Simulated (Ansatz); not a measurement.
Relaxation of BCl₃H₂O (7 atoms, charge 0, multiplicity 1), to a largest force component of 0.03 eV/Å in at most 50 steps.

These are results of RHF/def2-SVP (Ansatz), not measurements.

```xyz
7
Properties=species:S:1:pos:R:3
B 0.051 0.367 0.001
Cl -0.010 0.594 1.810
Cl 1.583 0.490 -0.820
Cl -1.461 0.305 -0.884
O 0.125 -2.186 0.537
H -0.672 -2.639 0.302
H 0.034 -1.961 1.476
```

Problem. Where does it end, and by what steps?

Solution. The run converged. After 6 steps the energy has fallen by 0.102 eV; H7 moved furthest, 0.39 Å.

| step | energy less start (eV) | largest force component (eV/Å) | accepted |
| --- | --- | --- | --- |
| 0 | 0.0000 | 1.256 | yes |
| 1 | -0.0460 | 1.763 | yes |
| 2 | -0.0161 | 2.365 | no |
| 3 | -0.0853 | 0.941 | yes |
| 4 | -0.0966 | 0.223 | yes |
| 5 | -0.1013 | 0.125 | yes |
| 6 | -0.1023 | 0.007 | yes |

```xyz
7
Properties=species:S:1:pos:R:3
B 0.041 0.466 0.032
Cl -0.020 0.880 1.741
Cl 1.574 0.458 -0.810
Cl -1.460 0.316 -0.872
O 0.081 -2.162 0.585
H -0.656 -2.640 0.233
H 0.090 -2.347 1.512
```

Time of the run: 21 s on 1 thread of Intel(R) Xeon(R) Platinum 8175M CPU @ 2.50GHz (Skylake/Cascade Lake) (shared host), peak memory 0.2 GiB.
